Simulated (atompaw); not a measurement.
## Cutoff test, chromium, PAW (atompaw)

* Element: chromium (Cr)
* Generator: atompaw 4.2.0.5
* Type: PAW
* Functional: PBE
* Relativity: scalar-relativistic
* Frozen core: [Ne] 3s2
* Valence charge: 12
* Reference configuration: 3p6 3d5 4s0.75 4p0 (charge +0.25)
* Partial waves: 4s (bound): rc 2.25 bohr; 4s channel at 2.5 Ry: rc 2.25 bohr; 3p (bound): rc 1.55 bohr; 4p (bound, empty): rc 1.60 bohr; 3d (bound): rc 1.55 bohr; 3d channel at 0.9 Ry: rc 1.55 bohr; 4f channel at 0.35 Ry: rc 2.25 bohr; 4f channel at 1.05 Ry: rc 2.25 bohr
* Local potential: bessel scheme, radius 1.95 bohr
* Core correction: smooth core density matched at 1.90 bohr
* Augmentation charge: sinc compensation charge, radius 1.70 bohr; PAW radius 2.25 bohr; waves and projectors: custom rrkj gramschmidtortho

The pseudo-atom Hamiltonian at the reference potential is diagonalised in spherical Bessel functions j_l(qr) that vanish at 20 bohr, with q² up to the cutoff. All-electron valence levels (Ry): 4s -0.3972, 3p -3.4576, 4p -0.1567, 3d -0.3314.

Problem. How do the lowest levels (Ry) of each channel move with the cutoff, and are there ghosts?

Solution.

| cutoff (Ry) | s #1 | p #1 | p #2 | p #3 | d #1 | d #2 | f #1 | f #2 | Σ f·Δε (mRy) |
| --- | --- | --- | --- | --- | --- | --- | --- | --- | --- |
| 8 | -0.3970 | -2.6970 | -0.1111 | 0.0194 | -0.0032 | 0.0726 | 0.0686 | 0.1830 | 6204.7 |
| 12 | -0.3971 | -3.1764 | -0.1254 | 0.0144 | -0.0106 | 0.0597 | 0.0686 | 0.1830 | 3291.0 |
| 15 | -0.3972 | -3.3376 | -0.1315 | 0.0125 | -0.0239 | 0.0447 | 0.0686 | 0.1829 | 2257.4 |
| 21 | -0.3972 | -3.4241 | -0.1368 | 0.0109 | -0.1701 | 0.0150 | 0.0686 | 0.1829 | 1007.8 |
| 25 | -0.3972 | -3.4467 | -0.1402 | 0.0098 | -0.2357 | 0.0123 | 0.0686 | 0.1829 | 543.9 |
| 35 | -0.3972 | -3.4567 | -0.1495 | 0.0072 | -0.3227 | 0.0100 | 0.0686 | 0.1829 | 48.6 |
| 45 | -0.3972 | -3.4570 | -0.1557 | 0.0054 | -0.3307 | 0.0098 | 0.0686 | 0.1829 | 7.1 |
| 50 | -0.3972 | -3.4572 | -0.1564 | 0.0053 | -0.3308 | 0.0098 | 0.0686 | 0.1829 | 5.2 |
| 60 | -0.3972 | -3.4575 | -0.1565 | 0.0052 | -0.3311 | 0.0098 | 0.0686 | 0.1829 | 2.4 |
| 70 | -0.3972 | -3.4575 | -0.1566 | 0.0052 | -0.3313 | 0.0098 | 0.0686 | 0.1829 | 1.0 |
| 90 | -0.3972 | -3.4575 | -0.1567 | 0.0052 | -0.3314 | 0.0098 | 0.0686 | 0.1829 | 0.4 |
| 400 | -0.3972 | -3.4576 | -0.1567 | 0.0052 | -0.3314 | 0.0098 | 0.0686 | 0.1829 | 0.0 |

Result: no extra level below or beside the all-electron valence levels (s, p, d, f tested); 10 mRy is reached at 45 Ry and 1 mRy at 70 Ry.
